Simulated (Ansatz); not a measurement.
```xyz
11

O    -1.0899    0.6370    1.6165
Si   -1.4246   -0.2143    0.2663
F    -2.6787    0.3769   -0.5262
N    -0.1011   -0.1587   -0.7958
Ge    1.6869   -0.1035   -0.3438
H    -0.7959    1.5443    1.5164
H    -1.8260   -1.5474    0.7481
H    -0.2807   -0.2801   -1.7808
H     2.0283    1.2691    0.2640
H     2.4735   -0.3191   -1.6443
H     2.0083   -1.2043    0.6797
```

The species carries charge 0 and has multiplicity 1.

(1) List the B3LYP/def2-TZVPP orbital energies in eV (the Gaussian-basis code of Ansatz). (An estimate is asked.)

## Answers

(1) The calculation gave: Occupied: -10850.62, -1800.16, -1354.97, -1205.88, -1205.87, -1205.87, -671.22, -520.81, -389.20, -169.54, -144.48, -119.81, -119.78, -119.77, -99.86, -99.81, -99.76, -33.42, -33.36, -33.34, -33.29, -33.28, -32.22, -27.76, -22.99, -15.90, -15.44, -13.87, -13.18, -12.28, -12.00, -10.77, -10.49, -9.98, -9.78, -9.53, -9.43, -7.50. Lowest empty: -0.10, 0.35, 0.86, 1.13, 1.54, 1.78, 2.05, 2.56.

B3LYP here is the variant with VWN-RPA as its local correlation; programs differ in this.
